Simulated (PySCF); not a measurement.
Ge(H)(F)(NH2)2, SMILES [NH2][GeH]([NH2])[F] at its CAM-B3LYP/def2-SVP optimised geometry (Å):

```
9

Ge    -0.3085    -1.0788     0.0000
N     -0.8972    -2.0289    -1.4104
N     -1.2243     0.4784     0.0000
F     -0.7440    -1.7746     1.5393
H      1.2243    -1.0788     0.0000
H     -1.9036    -2.1302    -1.5037
H     -0.4220    -2.8967    -1.6366
H     -1.2049     1.0220     0.8571
H     -1.1247     1.0788    -0.8122
```

Method: CAM-B3LYP/def2-TZVP in PySCF. Cells within 0.4 Å of a nucleus heavier than hydrogen are left out (blank, or x).

Map of the HOMO−1 amplitude (bohr^(-3/2)) on the plane z = 1.5 Å; orbital energy -9.42 eV, overall sign arbitrary:

```
|8888888888888888888888888888888|
|8888888888888888888888888888888|
|8888888888888888888888888888888|
|8888888888888888888888888888888|
|8888888888888888888888888888888|
|8888888888877788888888888888888|
|8888888887777777888888888888888|
|8888888887777777788888888888888|
|8888888887776777778888888888888|
|8888888887666667778888888888888|
|8888998887666667777888888888888|
|8889999887666667777888888888888|
|8899999987766667777888888888888|
|8899999998776667778888888888888|
|8899999998877777778888888888888|
|8899999999887777788888888888888|
|8899999999988888888899998888888|
|8899999999998888889999999888888|
|8899999999999889999999999988888|
|8889999999999999999999999988888|
|8889999999999889999999999988888|
|888999999988x788999999999988888|
|88889999886xxx68899999999988888|
|88888998874xxx47899999999888888|
|88888888874xx047899999999888888|
|8888888887532467899999998888888|
|8888888887766678899999988888888|
|8888888888877788899999888888888|
|8888888888888888889988888888888|
|8888888888888888888888888888888|
|8888888888888888888888888888888|
```
Scale: ten equal steps from -0.040 (start of '0') to 0.007 (end of '9'), in the order '0123456789'; x runs from -3.50 to 3.50, y from -3.50 (bottom) to 3.50 (top).
